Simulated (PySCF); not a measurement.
**Working out the ionisation energy of Be⁺**

Be⁺ [He] 2s1 (2S) → Be²⁺ 1s2 (1S). Computed with PySCF 2.14 in dyall-acv3z, with scalar relativity by spin-free X2C-1e. Frozen: nothing; the 5 highest virtual orbitals dropped. Energies in hartree (1 hartree = 27.21139 eV):

| part | Be⁺ (lower) | Be²⁺ (upper) |
| --- | --- | --- |
| UHF | -14.279915 | -13.613661 |
| MP2 opposite-spin | -0.040174 | -0.038651 |
| MP2 same-spin | -0.000877 | 0.000000 |

Q: What does Hartree-Fock give?

A: (-13.613661) − (-14.279915) = 0.666254 hartree = 18.130 eV.

Q: What do MP2 and SCS-MP2 (6/5 opposite-spin, 1/3 same-spin) give?

A: The opposite-spin parts differ by 0.041 eV and the same-spin parts by 0.024 eV. MP2: 18.130 + (0.041) + (0.024) = 18.195 eV. SCS-MP2: 18.130 + 1.2 × (0.041) + (0.024)/3 = 18.187 eV.

Measured between the centres of the two terms (NIST): 18.211 eV, so MP2 (valence and next inner shell) is off by -0.016 eV.

What remains against the reference includes basis incompleteness and correlation beyond second order.
